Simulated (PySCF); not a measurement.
Species: C₉H₁₄.
Numbering: `[CH3:1]/[C:2]1=[CH:3]/[CH2:4][CH2:5]/[CH:6]=[CH:7]\[CH2:8][CH2:9]1` (hydrogens: H10, H11, H12 on C1; H13 on C3; H14, H15 on C4; H16, H17 on C5; H18 on C6; H19 on C7; H20, H21 on C8; H22, H23 on C9)

Computed by this run: PBE0-D3(BJ)/def2-SVP geometry optimisation, gas phase in PySCF; density fitting, grid level 2; the optimiser is geomeTRIC in internal coordinates, started from a GFN2-xTB structure.

Step 0: E = -9542.6058 eV
```
atom  x, y, z in Å  |  force x, y, z in eV/Å
C1      2.6796   -0.1290   -0.7632   -0.492   0.229   0.184
C2      1.3747    0.1465   -0.0768    0.613  -0.600   0.054
C3      0.7979    1.3408   -0.1285   -0.497   0.471   0.337
C4     -0.5165    1.7081    0.4940    0.094  -0.191  -0.486
C5     -1.7174    1.1239   -0.2899    0.049  -0.114   0.480
C6     -2.3007   -0.0814    0.3855   -0.121   0.586  -0.308
C7     -1.7367   -1.2784    0.4394    0.377  -0.479  -0.257
C8     -0.4128   -1.6390   -0.1650   -0.081   0.164   0.468
C9      0.7664   -1.0335    0.6330   -0.103   0.163  -0.431
H10     3.4366   -0.4105   -0.0306    0.339  -0.167   0.235
H11     2.5702   -0.9590   -1.4614    0.049  -0.357  -0.293
H12     3.0324    0.7426   -1.3090    0.186   0.306  -0.239
H13     1.2846    2.1302   -0.6871    0.299   0.288  -0.300
H14    -0.5998    2.7957    0.5191   -0.014   0.305   0.093
H15    -0.5606    1.3486    1.5256   -0.049  -0.005   0.334
H16    -1.3833    0.8632   -1.2976    0.045   0.010  -0.336
H17    -2.4927    1.8856   -0.3835   -0.232   0.202  -0.114
H18    -3.2496    0.0729    0.8831   -0.420  -0.029   0.279
H19    -2.2365   -2.0697    0.9826   -0.308  -0.299   0.286
H20    -0.3645   -1.2772   -1.1952    0.055   0.014  -0.352
H21    -0.3172   -2.7255   -0.1892    0.017  -0.305  -0.090
H22     0.4066   -0.7334    1.6199   -0.049   0.011   0.330
H23     1.5347   -1.7944    0.7778    0.242  -0.204   0.127
```

Task: Estimate the geometry and energy of step 1. (The exact step hangs on the optimiser's Hessian estimate; all steps are aligned on step 0, rigid shifts and turns removed.)

Result: E = -9542.6805 eV, largest force 0.117 eV/Å
```
atom  x, y, z in Å  |  force x, y, z in eV/Å
C1      2.6977   -0.1206   -0.7689    0.088  -0.037  -0.025
C2      1.3994    0.1448   -0.0727   -0.079   0.049   0.012
C3      0.8086    1.3487   -0.1236    0.094   0.022  -0.066
C4     -0.5133    1.7183    0.4822   -0.044   0.037   0.092
C5     -1.7398    1.1391   -0.2702   -0.001   0.047  -0.086
C6     -2.3291   -0.0848    0.3703   -0.051  -0.029   0.053
C7     -1.7578   -1.2934    0.4256   -0.055  -0.018   0.059
C8     -0.4149   -1.6553   -0.1405    0.037  -0.042  -0.088
C9      0.7778   -1.0357    0.6322    0.026  -0.042   0.075
H10     3.4754   -0.4282   -0.0466   -0.022   0.003  -0.031
H11     2.5974   -0.9530   -1.4890    0.002   0.030   0.022
H12     3.0649    0.7611   -1.3143   -0.009  -0.011   0.013
H13     1.3189    2.1349   -0.6957   -0.026  -0.032   0.025
H14    -0.5920    2.8169    0.5056    0.001  -0.041  -0.002
H15    -0.5609    1.3861    1.5355    0.005   0.033  -0.037
H16    -1.4339    0.9109   -1.3079   -0.034   0.026   0.034
H17    -2.5223    1.9106   -0.3437    0.029  -0.019   0.007
H18    -3.3008    0.0389    0.8649    0.032  -0.011  -0.034
H19    -2.2952   -2.0856    0.9618    0.014   0.029  -0.034
H20    -0.3537   -1.3303   -1.1957   -0.001  -0.040   0.038
H21    -0.3176   -2.7522   -0.1509    0.002   0.034   0.002
H22     0.4328   -0.7408    1.6383    0.026  -0.011  -0.027
H23     1.5536   -1.8036    0.7861   -0.032   0.022  -0.001
```

The energy changes by -0.0747 eV. The first-order estimate −F·Δx gives -0.1510 eV and the mean of the old and new forces, exact on a quadratic surface, -0.0741 eV. The step makes an angle of 71° with the force vector and moves no atom by more than 0.070 Å.

What follows is the cost of the whole optimisation. The run took 2.5 min on one thread, Arm Neoverse V2 (aarch64), shared host, and the process peaked at 0.92 GiB of memory.
